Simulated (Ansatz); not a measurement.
BrGaH5NSi (`[GaH2][NH][SiH2]Br`) at its PBE0-D4/def2-TZVP geometry, where that method's forces vanish. Total charge 0; spin multiplicity 1.

```json
{"atom": "Ga1", "x (Å)": "1.6032", "y (Å)": "0.3888", "z (Å)": "0.8315"}
{"atom": "N2", "x (Å)": "0.0229", "y (Å)": "-0.4902", "z (Å)": "0.4706"}
{"atom": "Si3", "x (Å)": "-1.0264", "y (Å)": "-0.2323", "z (Å)": "-0.8471"}
{"atom": "Br4", "x (Å)": "-2.7804", "y (Å)": "1.0547", "z (Å)": "-0.3182"}
{"atom": "H5", "x (Å)": "2.0819", "y (Å)": "1.3984", "z (Å)": "-0.2530"}
{"atom": "H6", "x (Å)": "2.3039", "y (Å)": "0.0097", "z (Å)": "2.1720"}
{"atom": "H7", "x (Å)": "-0.3049", "y (Å)": "-1.1187", "z (Å)": "1.1914"}
{"atom": "H8", "x (Å)": "-0.2803", "y (Å)": "0.4852", "z (Å)": "-1.9036"}
{"atom": "H9", "x (Å)": "-1.6199", "y (Å)": "-1.4955", "z (Å)": "-1.3437"}
```

Problem. For each bond, give half the difference of the two atoms' forces along it (eV/Å; positive pushes the atoms apart) under PBE-D4, r2SCAN-D4, B3LYP-D4, ωB97M-V in def2-TZVPP. (Estimate.)

Solution. Ansatz gave: 
```csv
bond,length (Å),PBE-D4,r2SCAN-D4,B3LYP-D4,ωB97M-V
Ga1–N2,1.844,0.08,0.02,0.19,0.10
Ga1–H5,1.557,-0.02,-0.09,-0.06,-0.10
Ga1–H6,1.559,-0.02,-0.10,-0.07,-0.11
N2–Si3,1.704,0.18,0.07,0.06,0.08
N2–H7,1.011,0.19,0.04,-0.06,-0.04
Si3–Br4,2.239,0.09,0.04,0.21,0.03
Si3–H8,1.479,0.03,-0.04,-0.13,-0.14
Si3–H9,1.481,0.03,-0.04,-0.14,-0.16
```

B3LYP here is the variant with VWN-RPA as its local correlation; programs differ in this.
